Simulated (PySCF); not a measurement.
Isomers C5H6FN:

A. `C/C(F)=C(/C)C#N`
B. `Cn1ccc(F)c1`
C. SMILES C/C(=C/C#N)CF

Spectrum 1. 13C{1H} NMR (computed): δ 174.2 (C), 119.8 (C), 98.5 (CH), 87.4 (CH2), 22.6 (CH3).

Spectrum 2. 13C{1H} NMR (computed): δ 161.5 (C, d, J = 304.2 Hz), 119.9 (CH, d, J = 3.7 Hz), 109.1 (CH, d, J = 23.0 Hz), 104.0 (CH, d, J = 11.4 Hz), 37.3 (CH3).

Spectrum 3. 13C{1H} NMR (computed): δ 182.8 (C), 122.9 (C), 96.7 (C), 20.7 (CH3), 15.1 (CH3).

All values are calculated (PySCF 2.14): structure optimised with GFN2-xTB, B3LYP/pcJ-1 coupling constants (spin–dipole term left out of most H,H and C,H couplings), PBE0/pcSseg-1 with gauge-including orbitals. One computed conformer, no relativistic terms, no solvent model, equivalent nuclei averaged.

δ = σ(ref) − σ, references computed at the same level: TMS for 13C. Splittings of carbon signals by F and P are missing where no couplings were computed. One-bond C–F couplings are unscaled and too large by tens of Hz. Shifts are as computed. Against solution values, carbons near 30 ppm lie about +3 ppm off and those near 130 ppm about +5 ppm. Of 1211 compounds with measured shifts, 218 miss one by over three times the rms of a fit or turn the order of signals round; such compounds aren't used in these exercises.

**Question.** Match each spectrum to its structure.

**Answer.** 1–C, 2–B, 3–A.

- Spectrum 1 (C): 5 13C signals; δC 119.8 is a nitrile carbon; δC 87.4 is an allylic sp3 CH2 bonded to F.
- Spectrum 2 (B): 5 13C signals; δC 161.5 is an aromatic carbon bearing fluorine; δC 37.3 is a methyl carbon bonded to N.
- Spectrum 3 (A): 5 13C signals; δC 122.9 is a nitrile carbon; δC 20.7 is an allylic methyl carbon.
